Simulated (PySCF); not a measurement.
# Stretching SbH⁺

Set-up: basis Sb cc-pVTZ-PP with ECP28, H cc-pVTZ; scalar-relativistic core potentials; PySCF 2.14. Energies in eV from Sb⁺ + H in their ground configurations at the same level. State: ²Π (doublet), unpaired electrons π ↑.

| R (Å) | UHF-SCS-MP2 |
| --- | --- |
| 1.477 | -2.119 |
| 1.545 | -2.421 |
| 1.614 | -2.587 |
| 1.665 | -2.641 |
| 1.717 | -2.648 |
| 1.768 | -2.616 |
| 1.837 | -2.525 |
| 1.923 | -2.354 |
| 2.026 | -2.080 |
| 2.163 | -1.523 |

Problem. Put a parabola through the three lowest points of the UHF-SCS-MP2 curve and estimate Re, k and ωe (reduced mass 0.9995 u; 1 eV/Å² = 0.16022 mdyn/Å; ωe = 1302.8·√(k/μ) cm⁻¹).

Solution. Through R = 1.665, 1.717, 1.768 Å the second-order coefficient is 7.40 eV/Å², so Re ≈ 1.700 Å, k ≈ 2.37 mdyn/Å and ωe ≈ 2006 cm⁻¹. A polynomial fit of higher order to the unrounded UHF-SCS-MP2 energies gives Re = 1.699 Å, k = 2.52 mdyn/Å, ωe = 2067 cm⁻¹; anharmonicity and rounding make the difference.

The higher-order fit for each curve: UHF-SCS-MP2: Re = 1.699 Å, ωe = 2067 cm⁻¹, De = 2.65 eV.

Correlated steps freeze 4 core orbitals. Spin–orbit coupling is left out, which matters for elements this heavy, above all for dissociation energies. For an ion De counts to the pair picked by the measured ionisation energies or electron affinities, which need not be the lowest pair at this level. The state is the lowest determinant that a PBE0 search found; another state may lie lower at other levels.
